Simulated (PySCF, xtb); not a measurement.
Cl3GaH3N, SMILES [NH3]->[Ga]([Cl])([Cl])[Cl] (connectivity only; charge and spin as stated), neutral, multiplicity 1.

GFN2-xTB (xtb) at its own geometry gives an orbital gap of 5.36 eV and a dipole moment of 5.65 D.

The structure is a stationary point at PBE0-D3(BJ)/def2-SVP. The isomer is the one that the SMILES or the coordinates give; other isomers of the formula were not compared. One conformer was computed; it need not be the lowest.

### Question
What does r2SCAN/def2-TZVP (PySCF) give? (The exact figures need the calculation; the answer reports its results.)

### Answer
gap 6.36 eV (levels -7.55 and -1.19 eV), dipole 6.20 D.
